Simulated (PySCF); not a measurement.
## Dipole moment and polarisability of `[SiH3]c1csnn1`

Compound: C2H4N2SSi.
Geometry (GFN2-xTB, Å), atoms numbered from 1 in this order:
```
atom  x, y, z in Å
Si1   -1.6503   -0.1461    0.0321
C2     0.2312   -0.1350    0.0490
C3     1.0931    0.8762   -0.3011
S4     2.6985    0.3369   -0.0935
N5     2.1531   -1.1469    0.4279
N6     0.9057   -1.2347    0.4464
H7    -2.0722    1.1749   -0.4417
H8    -2.0965   -1.1958   -0.8809
H9    -2.1200   -0.3848    1.3947
H10    0.8663    1.8599   -0.6554
```

Level: wB97X-D/def2-SVPD (PySCF), static field, nuclei fixed, core orbitals frozen in the response. The polarisability tensor in these axes (au):

```
x   104.42   5.39  -1.42
y     5.39  75.10  -6.41
z    -1.42  -6.41  59.15
```

Give the principal values, the mean and the anisotropy Δα = √{½[(α1 − α2)² + (α2 − α3)² + (α1 − α3)²]}.

Principal values 56.90, 76.26 and 105.52 au; mean 79.56 au = 11.79 Å³ = 13.12 × 10⁻⁴⁰ C²·m²/J; Δα = 42.40 au (53 % of the mean).

What is the dipole moment, and where does it point?

(-0.88, 3.06, -1.10) D, 3.37 D in size, pointing from the negative to the positive side. Measured along this direction, the outermost atoms are N5 at the negative end and H7 and H10 at the positive end.

What are the principal values of the traceless quadrupole moment, Θ = ½Σq(3rr − r²1), about the centre of nuclear charge?

-4.44, -1.05, 5.49 D·Å. The values depend on the origin, since the dipole doesn't vanish. The electronic extent ⟨r²⟩ about the same centre is 900 bohr², a root-mean-square distance of 2.05 Å for the 60 electrons.

What depolarisation ratio follows for Rayleigh scattering of linearly polarised light, taking the static tensor?

ρ = 3Δα²/(45ᾱ² + 4Δα²) = 5393.6/(284834 + 7191.4) = 0.0185.

Find the Langevin capture rate constant for NH4+ (18.034 u) meeting this molecule (115.986 u), k = 2.342 × 10⁻⁹ cm³/s × √(α in Å³ / reduced mass in u).

The reduced mass is 15.61 u, so k = 2.04 × 10⁻⁹ cm³/s. The formula leaves out the permanent dipole, which adds to the capture rate.

Give the principal axes and the span of the nuclei along them.

Largest value along (0.98, 0.19, -0.06), where the nuclei span 4.94 Å; middle along (-0.19, 0.92, -0.33), 3.38 Å; least along (-0.01, 0.33, 0.94), 2.42 Å. The response follows the extents in order.

Isolated species at its GFN2-xTB geometry, gas phase.
